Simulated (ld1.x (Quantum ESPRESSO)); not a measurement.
**Co, PAW: configuration errors across variants**

ld1.x (Quantum ESPRESSO) 7.5 input, shortened:

```
&input
   title='Co', zed=27., rel=1, dft='WC', iswitch=3,
   config='[Ar] 3d7 4s1.5 4p0'
 /
 &inputp
   pseudotype=3, lpaw=.true., tm=.true., lloc=-1, rcloc=2.35,
   nlcc=.true., new_core_ps=.true.,
   which_augfun='PSQ', rmatch_augfun_nc=.true.
 /
6
4S  1  0   1.50   0.00  1.90  2.40  0.0
4S  1  0   0.00   0.15  1.90  2.40  0.0
3P  2  1   6.00   0.00  1.10  1.25  0.0
4P  3  1   0.00   0.00  1.10  1.25  0.0
3D  3  2   7.00   0.00  1.10  1.50  0.0
3D  3  2   0.00   0.30  1.10  1.50  0.0
 &test
   configts(1)='3p6 3d7 4s1.5 4p0'
 /
```

All-electron excitation energies from the reference (eV): (1) 3p6 3d7 4s2 4p0 -3.622; (2) 3p6 3d7 4s1 4p0 5.441; (3) 3p6 3d7 4s0 4p0 22.120; (4) 3p6 3d7.5 4s1.5 4p0 -4.584; (5) 3p6 3d8 4s0 4p0 2.783; (6) 3p6 3d7 4s0 4p2 5.454; (7) 3p6 3d6 4s2 4p1 6.087.

2 further variants failed, have other tests or too few solved ones, and are left out.

Errors AE − PS in meV (a dash: test not solved or not reliable):

| change | (1) | (2) | (3) | (4) | (5) | (6) | (7) | bound ghosts |
| --- | --- | --- | --- | --- | --- | --- | --- | --- |
| base | +0.3 | -0.7 | -4.7 | -2.0 | -22 | -1.1 | -16 | none |
| waves 4s (bound): rcut 1.90, rcutus 2.14 bohr; 4s channel at 0.15 Ry: rcut 1.90, rcutus 2.14 bohr | +0.2 | -0.7 | -4.8 | -2.3 | -22 | -1.1 | -25 | none |
| waves 4s (bound): rcut 1.90, rcutus 2.54 bohr; 4s channel at 0.15 Ry: rcut 1.90, rcutus 2.54 bohr | +0.3 | -0.7 | -4.7 | -1.8 | -22 | -1.0 | -9.8 | none |
| waves 4s (bound): rcut 1.90, rcutus 2.86 bohr; 4s channel at 0.15 Ry: rcut 1.90, rcutus 2.86 bohr | +0.4 | -0.7 | -4.6 | -1.0 | -22 | -1.0 | +12 | none |
| waves 4s (bound): rcut 1.90, rcutus 3.08 bohr; 4s channel at 0.15 Ry: rcut 1.90, rcutus 3.08 bohr | +0.5 | -0.6 | -4.5 | -0.3 | -22 | -1.0 | +31 | none |
| waves 4s (bound): rcut 1.90, rcutus 3.54 bohr; 4s channel at 0.15 Ry: rcut 1.90, rcutus 3.54 bohr | +0.5 | -0.6 | -4.5 | +2.1 | -22 | -0.9 | +94 | none |

Question: Give the same row for: waves 4s (bound): rcut 1.90, rcutus 3.36 bohr; 4s channel at 0.15 Ry: rcut 1.90, rcutus 3.36 bohr.

Answer: +0.5, -0.6, -4.5, +0.7, -22, -0.9, +60; bound ghosts: none.
